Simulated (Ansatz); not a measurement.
Stepwise reaction of `[OH][Sc]([OH])[OH]` with hydrogen fluoride, as a gas-phase model of exchange steps in deposition or etching. ΔE in kJ/mol; ΔG adds harmonic PBE0-D4 terms to CCSD(T)/CBS, at 1 bar.

Computed with Ansatz on PBE0-D4/def2-TZVP structures; ΔE is electronic, products minus reactants. CCSD(T)/CBS is the MP2 limit (def2-TZVPP, def2-QZVPP) plus CCSD(T) − MP2 in def2-TZVPP, frozen cores. This one scheme is used for every species. Functionals use def2-TZVPP. B3LYP here is the variant with VWN-RPA as its local correlation; programs differ in this. For Sc outer-core shells are correlated without core-valence functions, which leaves a few kJ/mol of doubt a bond. Scalar relativity is left out up to krypton. One conformer a species, not always the lowest.

```tsv
step	reaction	PBE-D4	B3LYP-D4	ωB97M-V	CCSD(T)/CBS	ΔG(400 K)
1	`[OH][Sc]([OH])[OH]` + H–F → `[OH][Sc]([OH])[F]` + H₂O	-62.1	-60.5	-60.6	-52.9	-51.9
3	`[OH][Sc]([F])[F]` + H–F → `[F][Sc]([F])[F]` + H₂O	-55.4	-52.4	-52.3	-44.8	-39.2
```

**Question.** Give the row of step 2, `[OH][Sc]([OH])[F]` + H–F → `[OH][Sc]([F])[F]` + H₂O. (Estimate.)

**Answer.** Ansatz gave: 
```json
{"step": "2", "reaction": "`[OH][Sc]([OH])[F]` + H–F → `[OH][Sc]([F])[F]` + H₂O", "PBE-D4": "-58.9", "B3LYP-D4": "-56.4", "ωB97M-V": "-56.3", "CCSD(T)/CBS": "-48.1", "ΔG(400 K)": "-46.0"}
```

**Question.** By hand: ΔE of the 3 steps together at CCSD(T)/CBS.

**Answer.** (-52.9) + (-48.1) + (-44.8) = -145.8 kJ/mol, or -48.6 kJ/mol a step.

In ΔE each step is higher than the one before. All are downhill at CCSD(T)/CBS. ΔG lies between -51.9 and -39.2 kJ/mol a step. PBE-D4 differs from CCSD(T)/CBS by -10.8 to -9.2 kJ/mol a step. Isolated molecules leave out the surface, adducts and barriers. Largest T1 diagnostic: 0.017.
